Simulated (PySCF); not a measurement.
# Computed records: Al2H2NO, AlH2O2Si, ClH3NSi2

Calculation on a computer-drawn molecule: optimised geometry and harmonic frequencies of an isolated molecule of the commonest isotopes, restricted reference for singlets and unrestricted otherwise, frozen core in MP2. Program: PySCF 2.14.0.

Common to all runs: basis cc-pV(D+d)Z.

(1) Al2H2NO

Start structure:
```xyz
6
Al2H2NO
O     -0.3499     2.5643     1.4615
Al     0.1031     1.1178     1.0673
N      0.6240    -0.4397     0.2965
Al     0.9237    -0.9524    -1.3247
H      0.7690    -1.1688     0.9906
H      1.1836    -1.3820    -2.7784
```

- charge: 1
- multiplicity: 1
- method: MP2
- rotational constants: 28.72, 1.788, 1.683 GHz
- total energy: -614.5395 hartree
- convergence status largest gradient component: 4.504e-05 hartree/bohr

Drawn bonds:
| atom | other atom | order |
| --- | --- | --- |
| 1 | 2 | 2 |
| 2 | 3 | 1 |
| 3 | 4 | 1 |
| 3 | 5 | 1 |
| 4 | 6 | 1 |

Optimised structure:
```xyz
6
Al2H2NO
O     -0.3687     2.6349     1.4437
Al     0.1022     1.1205     1.0722
N      0.6346    -0.4820     0.3138
Al     0.9288    -0.9685    -1.3300
H      0.7810    -1.2202     1.0200
H      1.1757    -1.3455    -2.8070
```

Modes:
| frequency (cm⁻¹) | reduced mass (dalton) |
| --- | --- |
| 62.44 | 9.431 |
| 154.5 | 4.433 |
| 228.8 | 4.78 |
| 348.9 | 1.59 |
| 402 | 1.423 |
| 411.6 | 1.121 |
| 555 | 6.068 |
| 914.4 | 3.458 |
| 1017 | 1.372 |
| 1086 | 16.62 |
| 2120 | 1.05 |
| 3487 | 1.074 |

(2) AlH2O2Si

Start structure:
```xyz
6
AlH2O2Si
O      1.8072    -4.5311    -0.0712
Al     1.7431    -3.0493     0.4053
O      1.4672    -1.3204     0.6683
Si     1.3973     0.2203     1.1681
H      2.6928     0.8771     1.0729
H      0.7055     0.2957     2.4400
```

* charge: 0
* multiplicity: 2
* method: HF
* rotational constants: 131.6, 1.666, 1.654 GHz
* total energy: -681.7796 hartree
* spin squared: 0.753
* convergence status largest gradient component: 3.028e-05 hartree/bohr

Drawn bonds:
| atom | other atom | order |
| --- | --- | --- |
| 1 | 2 | 2 |
| 2 | 3 | 1 |
| 3 | 4 | 1 |
| 4 | 5 | 1 |
| 4 | 6 | 1 |

Optimised structure:
```xyz
6
AlH2O2Si
O      1.8257    -4.5096    -0.0535
Al     1.6877    -2.9929     0.3408
O      1.5387    -1.4008     0.7488
Si     1.3529     0.2049     1.1092
H      2.6806     0.8601     1.0928
H      0.7275     0.3305     2.4453
```

Modes:
| frequency (cm⁻¹) | reduced mass (dalton) |
| --- | --- |
| 72.55 | 6.635 |
| 76.3 | 8.718 |
| 255.2 | 14.17 |
| 257.1 | 16.71 |
| 502.4 | 11.36 |
| 773.7 | 1.155 |
| 879.3 | 1.186 |
| 1006 | 1.073 |
| 1056 | 12.91 |
| 1287 | 18.17 |
| 2292 | 1.028 |
| 2311 | 1.056 |

(3) AlH2O2Si

Start structure:
```xyz
6
AlH2O2Si
O      1.8257    -4.5096    -0.0535
Al     1.6877    -2.9929     0.3408
O      1.5387    -1.4008     0.7488
Si     1.3529     0.2049     1.1092
H      2.6806     0.8601     1.0928
H      0.7275     0.3305     2.4453
```

- charge: 0
- multiplicity: 2
- method: MP2
- rotational constants: 107.9, 1.621, 1.614 GHz
- total energy: -682.2990 hartree
- spin squared: 0.7532
- convergence status largest gradient component: 7.31e-06 hartree/bohr

Drawn bonds:
| atom | other atom | order |
| --- | --- | --- |
| 1 | 2 | 2 |
| 2 | 3 | 1 |
| 3 | 4 | 1 |
| 4 | 5 | 1 |
| 4 | 6 | 1 |

Optimised structure:
```xyz
6
AlH2O2Si
O      1.7539    -4.5668    -0.1796
Al     1.7114    -3.0311     0.3601
O      1.6750    -1.4469     0.9276
Si     1.3575     0.1865     1.1085
H      2.6351     0.9402     1.0565
H      0.6803     0.4102     2.4103
```

Modes:
| frequency (cm⁻¹) | reduced mass (dalton) |
| --- | --- |
| 31.45 | 2.629 |
| 48.9 | 9.235 |
| 196.9 | 17.27 |
| 199.7 | 19.46 |
| 481.3 | 9.697 |
| 730.1 | 1.138 |
| 828.5 | 1.189 |
| 961.9 | 1.591 |
| 966.9 | 2.644 |
| 1172 | 17.03 |
| 2248 | 1.029 |
| 2278 | 1.056 |

(4) ClH3NSi2

Start structure:
```xyz
7
ClH3NSi2
Si    -1.2480    -0.6362     3.4916
N     -0.4187     0.1515     2.2821
Si     0.4616     0.8885     1.1862
Cl     1.4966     2.5251     1.4464
H     -0.6576    -1.6131     4.3210
H     -2.6804    -0.2037     3.7278
H      0.3895     0.2981    -0.1484
```

- charge: 1
- multiplicity: 1
- method: HF
- rotational constants: 14.11, 1.379, 1.276 GHz
- total energy: -1093.3804 hartree
- convergence status largest gradient component: 1.993e-05 hartree/bohr

Drawn bonds:
| atom | other atom | order |
| --- | --- | --- |
| 1 | 2 | 1 |
| 2 | 3 | 2 |
| 3 | 4 | 1 |
| 1 | 5 | 1 |
| 1 | 6 | 1 |
| 3 | 7 | 1 |

Optimised structure:
```xyz
7
ClH3NSi2
Si    -1.2550    -0.5717     3.4810
N     -0.4285     0.1234     2.3099
Si     0.4040     0.8389     1.1667
Cl     1.4631     2.4806     1.4849
H     -0.6507    -1.6006     4.3221
H     -2.6445    -0.2080     3.7415
H      0.4545     0.3475    -0.1994
```

Modes:
| frequency (cm⁻¹) | reduced mass (dalton) |
| --- | --- |
| 98.41 | 8.552 |
| 143 | 1.737 |
| 186.3 | 1.604 |
| 318.8 | 11.29 |
| 591.8 | 14.81 |
| 613.2 | 1.29 |
| 750.9 | 1.252 |
| 753.3 | 4.939 |
| 792.4 | 1.174 |
| 913.9 | 1.202 |
| 1060 | 1.091 |
| 1515 | 14.04 |
| 2428 | 1.028 |
| 2460 | 1.06 |
| 2478 | 1.045 |

(5) ClH3NSi2

Start structure:
```xyz
7
ClH3NSi2
Si    -1.2550    -0.5717     3.4810
N     -0.4285     0.1234     2.3099
Si     0.4040     0.8389     1.1667
Cl     1.4631     2.4806     1.4849
H     -0.6507    -1.6006     4.3221
H     -2.6445    -0.2080     3.7415
H      0.4545     0.3475    -0.1994
```

* charge: 1
* multiplicity: 1
* method: MP2
* rotational constants: 14.05, 1.345, 1.247 GHz
* total energy: -1093.8430 hartree
* convergence status largest gradient component: 2.817e-05 hartree/bohr

Drawn bonds:
| atom | other atom | order |
| --- | --- | --- |
| 1 | 2 | 1 |
| 2 | 3 | 2 |
| 3 | 4 | 1 |
| 1 | 5 | 1 |
| 1 | 6 | 1 |
| 3 | 7 | 1 |

Optimised structure:
```xyz
7
ClH3NSi2
Si    -1.2688    -0.5839     3.4994
N     -0.4272     0.1277     2.3163
Si     0.4202     0.8571     1.1551
Cl     1.4805     2.5014     1.4698
H     -0.6500    -1.6207     4.3308
H     -2.6650    -0.2107     3.7455
H      0.4532     0.3392    -0.2102
```

Modes:
| frequency (cm⁻¹) | reduced mass (dalton) |
| --- | --- |
| 87.03 | 8.833 |
| 124.7 | 3.068 |
| 211.2 | 1.195 |
| 290.9 | 12.52 |
| 557.7 | 1.26 |
| 565.4 | 13.87 |
| 703 | 1.226 |
| 718.5 | 4.377 |
| 722.9 | 1.181 |
| 858.1 | 1.231 |
| 997.8 | 1.082 |
| 1434 | 14.27 |
| 2363 | 1.027 |
| 2405 | 1.061 |
| 2407 | 1.045 |
